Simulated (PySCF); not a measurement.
# Stretching Sr₂⁺

Set-up: PySCF, scalar-relativistic core potentials, basis sets Sr def2-SVP with ECP28. Energies in eV from Sr⁺ + Sr in their ground configurations at the same level. State: ²Σu⁺ (doublet), unpaired electrons σ ↑.

```json
{"R (Å)": "3.652", "ROHF": "-0.2238", "ROHF-SCS-MP2": "-0.5867"}
{"R (Å)": "3.821", "ROHF": "-0.4154", "ROHF-SCS-MP2": "-0.7290"}
{"R (Å)": "3.991", "ROHF": "-0.5354", "ROHF-SCS-MP2": "-0.8133"}
{"R (Å)": "4.119", "ROHF": "-0.5896", "ROHF-SCS-MP2": "-0.8482"}
{"R (Å)": "4.246", "ROHF": "-0.6203", "ROHF-SCS-MP2": "-0.8648"}
{"R (Å)": "4.373", "ROHF": "-0.6326", "ROHF-SCS-MP2": "-0.8673"}
{"R (Å)": "4.543", "ROHF": "-0.6279", "ROHF-SCS-MP2": "-0.8542"}
{"R (Å)": "4.755", "ROHF": "-0.5988", "ROHF-SCS-MP2": "-0.8196"}
{"R (Å)": "5.010", "ROHF": "-0.5438", "ROHF-SCS-MP2": "-0.7615"}
{"R (Å)": "5.350", "ROHF": "-0.4560", "ROHF-SCS-MP2": "-0.6707"}
```

Problem. Put a parabola through the three lowest points of the ROHF curve and estimate Re, k and ωe (reduced mass 43.95 u; 1 eV/Å² = 0.16022 mdyn/Å; ωe = 1302.8·√(k/μ) cm⁻¹).

Solution. Through R = 4.246, 4.373, 4.543 Å the second-order coefficient is 0.419 eV/Å², so Re ≈ 4.425 Å, k ≈ 0.134 mdyn/Å and ωe ≈ 72 cm⁻¹. A polynomial fit of higher order to the unrounded ROHF energies gives Re = 4.419 Å, k = 0.125 mdyn/Å, ωe = 69.4 cm⁻¹; anharmonicity and rounding make the difference.

The higher-order fit for each curve: ROHF: Re = 4.419 Å, ωe = 69.4 cm⁻¹, De = 0.63 eV; ROHF-SCS-MP2: Re = 4.334 Å, ωe = 66.8 cm⁻¹, De = 0.87 eV.

Correlated steps freeze no core orbitals. Correlated levels converge slowly with the basis: in double zeta they bind strong bonds too weakly, by up to about 1 eV, and carry superposition errors of some tenths. Spin–orbit coupling is left out. The state is the lowest determinant that a PBE0 search found; another state may lie lower at other levels.
